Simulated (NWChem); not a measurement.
System: Si2H3O2F; SMILES F[SiH]1O[SiH2]O1

The following NWChem deck was run.

```
start job
memory heap 200 mb stack 900 mb global 1100 mb
geometry units angstroms
  F     -0.575076     2.050960     0.000000
  Si     0.458289     0.820515     0.000000
  O      0.118714    -0.313114    -1.192773
  Si    -0.240779    -1.473984     0.000000
  O      0.118714    -0.313114     1.192773
  H      1.814608     1.391215     0.000000
  H      0.696998    -2.624269     0.000000
  H     -1.657440    -1.915752     0.000000
end
basis spherical
  F library sto-3g
  Si library sto-3g
  O library sto-3g
  H library sto-3g
end
dft
  xc hfexch
  iterations 150
end
driver
  maxiter 120
end
task dft optimize
task dft freq
```

Excerpt of the output:

```
             Northwest Computational Chemistry Package (NWChem) 7.3.0
             --------------------------------------------------------

 CS  symmetry detected

                             Geometry "geometry" -> ""
                             -------------------------

 Output coordinates in angstroms (scale by  1.889725989 to convert to a.u.)

  No.       Tag          Charge          X              Y              Z
 ---- ---------------- ---------- -------------- -------------- --------------
    1 F                    9.0000    -0.59629455    -2.02745739     0.00000000
    2 Si                  14.0000     0.44317837    -0.80216796     0.00000000
    3 O                    8.0000     0.10924668     0.33313619    -1.19277300
    4 Si                  14.0000    -0.24446726     1.49578008     0.00000000
    5 O                    8.0000     0.10924668     0.33313619     1.19277300
    6 H                    1.0000     1.79664171    -1.37960775     0.00000000
    7 H                    1.0000     0.69902009     2.64138599     0.00000000
    8 H                    1.0000    -1.65891321     1.94458963     0.00000000

 Effective nuclear repulsion energy (a.u.)     321.1846631696

      Symmetry information
      --------------------

 Group name             Cs
 Group number              2
 Group order               2
 No. of unique centers     7

                                Z-matrix (autoz)
                                --------

 Units are Angstrom for bonds and degrees for angles

      Type          Name      I     J     K     L     M      Value
      ----------- --------  ----- ----- ----- ----- ----- ----------
    1 Stretch                  1     2                       1.60681
    2 Stretch                  2     3                       1.68022
    3 Stretch                  2     4                       2.39863
    4 Stretch                  2     5                       1.68022
    5 Stretch                  2     6                       1.47150
    6 Stretch                  3     4                       1.70281
    7 Stretch                  4     5                       1.70281
    8 Stretch                  4     7                       1.48411
    9 Stretch                  4     8                       1.48394
   10 Bend                     1     2     3               112.74826
   11 Bend                     1     2     4               123.03097
   12 Bend                     1     2     5               112.74826
   13 Bend                     1     2     6               107.20460
   14 Bend                     2     3     4                90.30766
   15 Bend                     2     4     3                44.46560
   16 Bend                     2     4     5                44.46560
   17 Bend                     2     4     7               123.86667
   18 Bend                     2     4     8               124.26391
   19 Bend                     2     5     4                90.30766
   20 Bend                     3     2     4                45.22673
   21 Bend                     3     2     5                90.45221
   22 Bend                     3     2     6               116.61242
   23 Bend                     3     4     5                88.92999
   24 Bend                     3     4     7               113.26549
   25 Bend                     3     4     8               113.85967
   26 Bend                     4     2     5                45.22673
   27 Bend                     4     2     6               129.76443
   28 Bend                     5     2     6               116.61242
   29 Bend                     5     4     7               113.26549
   30 Bend                     5     4     8               113.85967
   31 Bend                     7     4     8               111.86942
   32 Torsion                  1     2     3     4         114.62120
   33 Torsion                  1     2     4     3         -90.26693
   34 Torsion                  1     2     4     5          90.26693
   35 Torsion                  1     2     4     7         180.00000
   36 Torsion                  1     2     4     8           0.00000
   37 Torsion                  1     2     5     4        -114.62120
   38 Torsion                  2     3     4     5           0.37403
   39 Torsion                  2     3     4     7         115.33486
   40 Torsion                  2     3     4     8        -115.35485
   41 Torsion                  2     5     4     3          -0.37403
   42 Torsion                  2     5     4     7        -115.33486
   43 Torsion                  2     5     4     8         115.35485
   44 Torsion                  3     2     4     5        -179.46613
   45 Torsion                  3     2     4     7         -89.73307
   46 Torsion                  3     2     4     8          90.26693
   47 Torsion                  3     2     5     4           0.37900
   48 Torsion                  3     4     2     5         179.46613
   49 Torsion                  3     4     2     6          89.73307
   50 Torsion                  4     3     2     5          -0.37900
   51 Torsion                  4     3     2     6        -120.71062
   52 Torsion                  4     5     2     6         120.71062
   53 Torsion                  5     2     4     7          89.73307
   54 Torsion                  5     2     4     8         -90.26693
   55 Torsion                  5     4     2     6         -89.73307
   56 Torsion                  6     2     4     7           0.00000
   57 Torsion                  6     2     4     8         180.00000

  xc_inp: hfexch multiplicative factor not found.

                           NWChem Geometry Optimization
                           ----------------------------

 maximum gradient threshold         (gmax) =   0.000450
 rms gradient threshold             (grms) =   0.000300
 maximum cartesian step threshold   (xmax) =   0.001800
 rms cartesian step threshold       (xrms) =   0.001200
 fixed trust radius                (trust) =   0.300000
 source of zmatrix                         =   autoz

          -------------------
          Energy Minimization
          -------------------

 Using diagonal initial Hessian
 Scaling for Hessian diagonals: bonds = 1.00  angles = 0.25  torsions = 0.10

          --------
          Step   0

                                 NWChem DFT Module
                                 -----------------

 Summary of "ao basis" -> "ao basis" (spherical)
 ------------------------------------------------------------------------------
       Tag                 Description            Shells   Functions and Types
 ---------------- ------------------------------  ------  ---------------------
 F                           sto-3g                  3        5   2s1p
 Si                          sto-3g                  5        9   3s2p
 O                           sto-3g                  3        5   2s1p
 H                           sto-3g                  1        1   1s

      Symmetry analysis of basis
      --------------------------

        a'         26
        a"         10

            General Information
            -------------------
          SCF calculation type: DFT
          Wavefunction type:  closed shell.
          No. of atoms     :     8
          No. of electrons :    56
           Alpha electrons :    28
            Beta electrons :    28
          Charge           :     0
          Spin multiplicity:     1
          Use of symmetry is: on ; symmetry adaption is: on
          Maximum number of iterations: 150
          AO basis - number of functions:    36
                     number of shells:    22
          Convergence on energy requested:  1.00D-06
          Convergence on density requested:  1.00D-05
          Convergence on gradient requested:  5.00D-04

              XC Information
              --------------
                     Hartree-Fock (Exact) Exchange  1.000

      Superposition of Atomic Density Guess
      -------------------------------------

 Sum of atomic energies:        -817.85868866

      Non-variational initial energy
      ------------------------------

 Total energy =    -817.840213
 1-e energy   =   -1788.129249
 2-e energy   =     649.104374
 HOMO         =      -0.203437
 LUMO         =       0.357755

      Symmetry analysis of molecular orbitals - initial
      -------------------------------------------------

  Numbering of irreducible representations:

     1 a'          2 a"

  Orbital symmetries:

     1 a'          2 a'          3 a'          4 a'          5 a"
     6 a'          7 a'          8 a'          9 a'         10 a'
    11 a"         12 a'         13 a"         14 a'         15 a'
    16 a"         17 a'         18 a'         19 a'         20 a'
    21 a"         22 a"         23 a'         24 a'         25 a'
    26 a"         27 a"         28 a'         29 a'         30 a"
    31 a'         32 a"         33 a'         34 a'         35 a'
    36 a'

   convergence    iter        energy       DeltaE   RMS-Dens  Diis-err
 ---------------- ----- ----------------- --------- --------- ---------
 d= 0,ls=0.0,diis     1   -818.5889809213 -1.14D+03  3.67D-02  8.29D-01
 d= 0,ls=0.0,diis     2   -818.7550574151 -1.66D-01  7.72D-03  6.81D-02
 d= 0,ls=0.0,diis     3   -818.7667073248 -1.16D-02  2.41D-03  2.26D-03
 d= 0,ls=0.0,diis     4   -818.7674916220 -7.84D-04  6.56D-04  1.35D-04
 d= 0,ls=0.0,diis     5   -818.7675411001 -4.95D-05  1.27D-04  4.28D-06
  Resetting Diis
 d= 0,ls=0.0,diis     6   -818.7675427626 -1.66D-06  1.57D-05  7.12D-08
 d= 0,ls=0.0,diis     7   -818.7675427920 -2.93D-08  3.20D-06  4.52D-09

         Total DFT energy =     -818.767542791974
      One electron energy =    -1783.691267222478
           Coulomb energy =      713.025938503990
    Exchange-Corr. energy =      -69.286877243095
 Nuclear repulsion energy =      321.184663169609

 Numeric. integr. density =        0.000000000000

                  Occupations of the irreducible representations
                  ----------------------------------------------

                     irrep           alpha         beta
                     --------     --------     --------
                     a'               20.0         20.0
                     a"                8.0          8.0

                       DFT Final Molecular Orbital Analysis
                       ------------------------------------

 Vector   26  Occ=2.000000D+00  E=-3.521962D-01  Symmetry=a"
              MO Center=  1.1D-01,  3.3D-01, -3.2D-16, r^2= 1.9D+00
   Bfn.  Coefficient  Atom+Function         Bfn.  Coefficient  Atom+Function
  ----- ------------  ---------------      ----- ------------  ---------------
    17      0.674928  3 O  px                31     -0.674928  5 O  px
    18      0.213112  3 O  py                32     -0.213112  5 O  py
     5     -0.049301  1 F  pz

 Vector   27  Occ=2.000000D+00  E=-3.313735D-01  Symmetry=a'
              MO Center=  4.5D-02,  4.3D-01, -7.9D-16, r^2= 3.7D+00
   Bfn.  Coefficient  Atom+Function         Bfn.  Coefficient  Atom+Function
  ----- ------------  ---------------      ----- ------------  ---------------
    17      0.535838  3 O  px                31      0.535838  5 O  px
    36      0.350642  8 H  s                 35     -0.313384  7 H  s
    34     -0.308909  6 H  s                  3      0.222424  1 F  px
     4      0.188588  1 F  py                18      0.120479  3 O  py
    32      0.120479  5 O  py                26     -0.080371  4 Si px

 Vector   28  Occ=2.000000D+00  E=-3.151407D-01  Symmetry=a"
              MO Center=  9.6D-02,  3.0D-01,  5.0D-16, r^2= 2.2D+00
   Bfn.  Coefficient  Atom+Function         Bfn.  Coefficient  Atom+Function
  ----- ------------  ---------------      ----- ------------  ---------------
    19      0.669156  3 O  pz                33      0.669156  5 O  pz
    16     -0.170843  3 O  s                 30      0.170843  5 O  s
    28     -0.153289  4 Si pz                14     -0.144911  2 Si pz
     5      0.136997  1 F  pz                24      0.066771  4 Si pz
    10      0.065863  2 Si pz                15      0.034845  3 O  s

[...]

      ----------------------
      Optimization converged
      ----------------------

  Step       Energy      Delta E   Gmax     Grms     Xrms     Xmax
  ---- ---------------- -------- -------- -------- -------- --------
@    4    -818.77369519 -7.4D-07  0.00010  0.00003  0.00052  0.00136
                                     ok       ok       ok       ok

                                Z-matrix (autoz)
                                --------

 Units are Angstrom for bonds and degrees for angles

[...]

 Rotational Constants
 --------------------
 A=   0.260096 cm-1  (  0.374212 K)
 B=   0.085373 cm-1  (  0.122830 K)
 C=   0.076428 cm-1  (  0.109961 K)

 Temperature                      =   298.15K
 frequency scaling parameter      =   1.0000

 Zero-Point correction to Energy  =   29.473 kcal/mol  (  0.046968 au)
 Thermal correction to Energy     =   32.588 kcal/mol  (  0.051932 au)
 Thermal correction to Enthalpy   =   33.180 kcal/mol  (  0.052876 au)

 Total Entropy                    =   73.603 cal/mol-K
   - Translational                =   39.983 cal/mol-K (mol. weight = 109.9656)
   - Rotational                   =   26.344 cal/mol-K (symmetry #  =        1)
   - Vibrational                  =    7.276 cal/mol-K

 Cv (constant volume heat capacity) =   17.034 cal/mol-K
   - Translational                  =    2.979 cal/mol-K
   - Rotational                     =    2.979 cal/mol-K
   - Vibrational                    =   11.075 cal/mol-K

[normal modes left out]

 ----------------------------------------------------------------------------
 Normal Eigenvalue ||           Projected Infra Red Intensities
  Mode   [cm**-1]  || [atomic units] [(debye/angs)**2] [(KM/mol)] [arbitrary]
 ------ ---------- || -------------- ----------------- ---------- -----------
    1       -0.000 ||    0.000083           0.002         0.081       0.014
    2       -0.000 ||    0.000113           0.003         0.110       0.019
    3       -0.000 ||    0.000162           0.004         0.158       0.028
    4       -0.000 ||    0.000007           0.000         0.007       0.001
    5        0.000 ||    0.000192           0.004         0.188       0.033
    6        0.000 ||    0.000207           0.005         0.202       0.035
    7      133.104 ||    0.001207           0.028         1.177       0.207
    8      279.330 ||    0.007081           0.163         6.903       1.213
    9      382.920 ||    0.036685           0.846        35.763       6.284
   10      637.069 ||    0.008277           0.191         8.068       1.418
   11      772.199 ||    0.001224           0.028         1.193       0.210
   12      775.023 ||    0.004513           0.104         4.400       0.773
   13      783.038 ||    0.171135           3.948       166.830      29.316
   14      883.338 ||    0.033639           0.776        32.793       5.762
   15      891.046 ||    0.003728           0.086         3.635       0.639
   16      960.574 ||    0.066923           1.544        65.240      11.464
   17      971.175 ||    0.006467           0.149         6.304       1.108
   18     1011.604 ||    0.015378           0.355        14.992       2.634
   19     1119.239 ||    0.388275           8.958       378.510      66.512
   20     1133.973 ||    0.390526           9.010       380.704      66.897
   21     1262.816 ||    0.176583           4.074       172.142      30.249
   22     2860.939 ||    0.024228           0.559        23.618       4.150
   23     2874.183 ||    0.026301           0.607        25.640       4.505
   24     2894.763 ||    0.038108           0.879        37.149       6.528
 ----------------------------------------------------------------------------
```

Level: Hartree-Fock/STO-3G.
